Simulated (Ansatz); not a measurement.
Two isomers of C3H7NSi: A = `C[SiH2]C1=NC1`, B = `CC([SiH3])=C=N`.

Program: Ansatz. Geometries: PBE0-D4/def2-TZVP. ΔE: electronic, gas phase. CBS: MP2 limit from def2 TZ/QZ plus the TZ coupled-cluster correction, frozen cores. DFT in def2-TZVPP. One conformer a species, not always the lowest.

**Question.** Which isomer does CCSD(T)/CBS put lower? Give the gap. (Best estimate.)

**Answer.** Ansatz gave: B, by 9.1 kcal/mol.

**Question.** Give E(B) − E(A) in kcal/mol with MP2/def2-TZVPP, HF/def2-TZVPP, B2PLYP, r2SCAN-D4, CCSD(T)/def2-SVP, PBE0-D4, ωB97M-V. (Estimate.)

**Answer.** Computed: MP2/def2-TZVPP -8.6, HF/def2-TZVPP -13.1, B2PLYP -12.1, r2SCAN-D4 -12.5, CCSD(T)/def2-SVP -10.2, PBE0-D4 -10.8, ωB97M-V -9.9. None reverses the order clearly.

**Question.** Does the order hold for the free energy at 298.15 K (harmonic terms from PBE0-D4)? (Estimate.)

**Answer.** Ansatz gave: Yes: G(B) − G(A) = -9.9 kcal/mol, for one conformer each.

Largest T1 diagnostic: 0.014.

In def2-TZVPP, CCSD(T) changes the Hartree–Fock value by +3.8 kcal/mol (the triples alone add −0.1 kcal/mol) and MP2 by +4.5 kcal/mol. From BLYP to BHLYP (50 % exact exchange), in def2-TZVPP and without D4, E(B) − E(A) moves by +1.9 kcal/mol.
